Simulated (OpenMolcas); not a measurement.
# How basis sets differ on CH6O2Si (SMILES C[SiH](O)O)

CH6O2Si: 10 atoms, total charge 0, spin state singlet. As SMILES, `C[SiH](O)O`. The coordinates come from a PBE0-D4/def2-TZVP relaxation. This is one conformer, not always the lowest.

Quantity: the HOMO–LUMO gap, in eV. The values are calculated.

| level | kind | program | value (eV) | CPU time |
| --- | --- | --- | --- | --- |
| HF/ANO-R0 (sfX2C) | Hartree–Fock | OpenMolcas | 16.80 | 4.7 s |
| HF/ANO-RCC-MB (DKH2) | Hartree–Fock | OpenMolcas | 20.73 | 6.6 s |
| HF/ANO-XS-MB (DKH2) | Hartree–Fock | OpenMolcas | 20.28 | 2.4 s |
| HF/STO-3G | Hartree–Fock | OpenMolcas | 22.61 | 2 s |
| HF/3-21G | Hartree–Fock | OpenMolcas | 17.85 | 2.5 s |
| HF/cc-pVDZ | Hartree–Fock | OpenMolcas | 16.57 | 8.9 s |

The values span 16.57 to 22.61 eV. A Hartree–Fock LUMO above zero doesn't converge with the basis: it sinks as sets grow more diffuse. Orbital gaps aren't excitation energies. Times are those of the runs behind each value, whatever else they computed, on shared processors of several kinds: orders of magnitude only.
